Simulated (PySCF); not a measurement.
An unknown is described by computed data only.

Elements present: C, H, N, P and S. Monoisotopic mass: 170.0068 u.

- Triplet: lowest triplet excitation (Tamm–Dancoff): 3.83 eV [TDA CAM-B3LYP/def2-SVPD]
- Rotational structure: rotational constants A, B, C: 1.427, 0.712, 0.567 GHz [PBE0-D3(BJ)/def2-SVP]
- Polarisability: 121.8 au [CAM-B3LYP/def2-SVPD]
- 1H NMR: chemical shifts (computed TMS as zero) by class: 7.25 (1 H), 7.17 (1 H), 7.14 (1 H), 2.56 (2 H), 1.39 (2 H) ppm [GIAO KT2/pcSseg-1]
- 13C NMR: chemical shifts (computed TMS as zero) by class: 138.3 (1 C), 128.4 (1 C), 124.3 (1 C), 116.8 (1 C), 107.7 (1 C), 26.4 (1 C) ppm [GIAO KT2/pcSseg-1]
- UV, strongest line: among the 10 lowest singlet transitions: S8 at 6.86 eV (181 nm, f = 0.370) [TDDFT CAM-B3LYP/def2-SVPD]
- NMR, other nuclei: isotropic shieldings of nuclei other than C and H, by class: -20 (1 N), 218 (1 N), 332 (1 P), 285 (1 S) ppm [GIAO KT2/pcSseg-1]
- UV, first state: lowest singlet excitation: 5.77 eV (215 nm, f = 0.065) [TDDFT CAM-B3LYP/def2-SVPD]

Gas-phase values; electronic properties from PySCF, density fitting. Levels stand in brackets. Isolated species at its PBE0-D3(BJ)/def2-SVP geometry (one conformer only). NMR classes are plain means over equivalent atoms (diastereotopic ones count apart unless rotation or inversion swaps them), as if these changed places fast.

Question: Which formula fits the mass and the elements?

Answer: C6H7N2PS (calculated 170.0068). No other formula that holds each of these elements comes within 0.0003 u with a fitting electron parity and a possible valence count.

Question: Give a SMILES that accounts for the data.

Answer: Numbering: `[N:1]#[C:2][CH2:3][P:4]([NH2:5])[c:6]1[cH:7][cH:8][s:9][cH:10]1`. 6 carbons fall into 6 classes; from least to most shielded: substituted aromatic carbon [C6] (138.3 ppm), aromatic CH next to a ring sulfur [C10] (128.4 ppm), aromatic CH next to a ring sulfur [C8] (124.3 ppm), aromatic CH carbon [C7] (116.8 ppm), nitrile carbon [C2] (107.7 ppm), chain sp3 carbon bound to phosphorus [C3] (26.4 ppm). Hydrogen classes from least to most shielded: 1 H on an aromatic CH next to a ring sulfur, C10 (7.25 ppm), 1 H on an aromatic CH next to a ring sulfur, C8 (7.17 ppm), 1 H on an aromatic CH carbon, C7 (7.14 ppm), 2 H on an sp3 carbon bound to phosphorus, C3 (2.56 ppm), 2 H on a nitrogen bonded to P and 2 H, N5 (1.39 ppm). The other shieldings belong to: -20 ppm, nitrile nitrogen [N1]; 218 ppm, nitrogen bonded to P and 2 H [N5]; 332 ppm, three-coordinate phosphorus [P4]; 285 ppm, thiophene-type sulfur [S9]. The optimised geometry has point group C1 and is an asymmetric top. Structure: `N#CCP(N)c1ccsc1`. The assignments are read from this structure; whether some other isomer fits the data as well wasn't checked.

The values belong to the conformer `[N:1]#[C:2][CH2:3][P:4]([NH2:5])[c:6]1[cH:7][cH:8][s:9][cH:10]1`: C2–C3–P4–N5 -172°, C3–P4–C6–C7 -56°, H–N5–P4–C3 72°, H–N5–P4–C3 -155°.
